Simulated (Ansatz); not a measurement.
`F[SiH]([SiH3])Cl` + CH₃SH → `CS[SiH](F)Cl` + SiH₄ at 298.15 K and 1 bar (cleavage of the Si–Si bond).

Program: Ansatz. Geometries: PBE0-D4/def2-TZVP. ΔE: electronic, gas phase. CBS: MP2 limit from def2 TZ/QZ plus the TZ coupled-cluster correction, frozen cores. This one scheme is used for every species. Each species was taken in one conformer, which may not be the lowest.

| species | CCSD(T)/CBS energy (Eh) | H − E (kJ/mol) | S (J/(mol·K)) |
| --- | --- | --- | --- |
| `F[SiH]([SiH3])Cl` | -1140.23962 | 120.5 | 343.9 |
| CH₃SH | -438.22835 | 133.0 | 253.2 |
| `CS[SiH](F)Cl` | -1287.03339 | 161.4 | 363.2 |
| SiH₄ | -291.46306 | 92.1 | 204.8 |

H − E and S are ideal-gas, rigid-rotor, harmonic terms from PBE0-D4/def2-TZVP, for one conformer and one mirror image of each species. 1 Eh = 2625.50 kJ/mol, R = 8.31446 J/(mol·K).

Q: By hand: ΔE, ΔH, ΔS and ΔG.

A: ΔE = (-1287.03339) + (-291.46306) − (-1140.23962) − (-438.22835) = -0.02848 Eh = -74.8 kJ/mol. Δ(H − E) = 161.4 + 92.1 − 120.5 − 133.0 = 0.0, so ΔH = -74.8 kJ/mol. ΔS = 363.2 + 204.8 − 343.9 − 253.2 = -29.1 J/(mol·K). ΔG = -74.8 − 298.15 × (-29.1)/1000 = -66.1 kJ/mol.

Q: By hand: the equilibrium constant, and the temperature at which ΔG would vanish if ΔH and ΔS stayed fixed.

A: log₁₀ K = −ΔG/(RT ln 10) = 11.6. ΔG = 0 at ΔH/ΔS = 2570 K, far beyond where these terms or the molecules hold.

ΔH outweighs TΔS. A doubt of 5 kJ/mol in ΔE shifts log₁₀ K by 0.9 here. Other conformers and mirror images would add mixing entropy, several J/(mol·K) or more a flexible species. Modes under 60 cm⁻¹, often nearly free rotors, make the harmonic entropy too high. These are equilibria of isolated gas molecules and say nothing of rates. Largest T1 diagnostic: 0.012 (customary marks: 0.02 for closed shells, 0.045 for open ones).
